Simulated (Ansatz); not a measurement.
Species: I2, net charge -1, doublet state. SMILES: I[I-]

Atoms: I1, I2. Bonds: I1-I2.

Bond lengths (Å) and angles (degrees) optimised at HF/LANL2DZ with Ansatz (a program for electronic structure); PBE/LANL2DZ with Ansatz; B3LYP/LANL2DZ with Ansatz, each started from the B3LYP-D3(BJ)/def2-TZVP structure (Ansatz) of the last column. A row stands for all coordinates that are equal there.

| coordinate | HF/LANL2DZ | PBE/LANL2DZ | B3LYP/LANL2DZ | B3LYP-D3(BJ)/def2-TZVP |
|---|---|---|---|---|
| I1-I2 | 3.392 | 3.434 | 3.457 | 3.330 |

Mean signed difference of all 1 bond lengths from B3LYP-D3(BJ)/def2-TZVP: HF/LANL2DZ 0.062 Å, PBE/LANL2DZ 0.104 Å, B3LYP/LANL2DZ 0.127 Å.
